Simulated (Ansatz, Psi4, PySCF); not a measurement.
C3H8ClSi, doublet, at a GFN2-xTB geometry. Base run: CCSD(T)/STO-3G run with PySCF.

PySCF was given this input:
```python
from pyscf import gto, scf, cc

mol = gto.M(
    atom='''
C    -0.705843    1.703405   -0.825085
Si   -0.094637    0.040947   -0.306974
C     1.450405   -0.489137   -1.301315
C    -1.434499   -1.306581   -0.520969
Cl    0.416939    0.121779    1.668974
H    -0.760814    2.540218   -0.151715
H    -1.035151    1.908234   -1.827952
H     2.270775    0.206497   -1.153736
H     1.792634   -1.474242   -0.997308
H     1.232355   -0.525176   -2.363606
H    -1.059092   -2.282285   -0.225936
H    -2.309142   -1.091233    0.085098
H    -1.754990   -1.371647   -1.555551
''',
    basis='sto-3g',
    charge=0,
    spin=1,
    verbose=4,
)

mf = scf.UHF(mol)
mf.kernel()

mycc = cc.CCSD(mf)
mycc.kernel()
et = mycc.ccsd_t()
print('E(CCSD(T)) = %.10f' % (mycc.e_tot + et))
```

The same geometry, method and basis name were run in Ansatz (a program for electronic structure) and Psi4 and PySCF, at each program's defaults and at the settings that a row names. The base is PySCF at its defaults. Differences at the defaults can come from grids, fitting, cores and function types together.

| code and settings | ΔE vs base (µEh) | basis functions | E (Eh) | SCF cycles |
|---|---|---|---|---|
| PySCF, defaults (exact integrals, spherical functions, all electrons correlated) | 0.0 | 41 | -857.36695 | 10 |
| Psi4, defaults (exact integrals, spherical functions, all electrons correlated) | 0.1 | 41 | -857.36695 | 13 |
| Ansatz, defaults (factorised integrals, spherical functions, frozen core) | 4915 | 41 | -857.36204 | - |
| PySCF, frozen core | 4890 | 41 | -857.36206 | 10 |
| Psi4, exact integrals, spherical functions, frozen core | 4890 | 41 | -857.36206 | 13 |
| Ansatz, high accuracy, frozen core | 4890 | 41 | -857.36206 | - |

Open shells are given as the SCF converged; they aren't shown to be the lowest states, and a large step between rows can be another state.
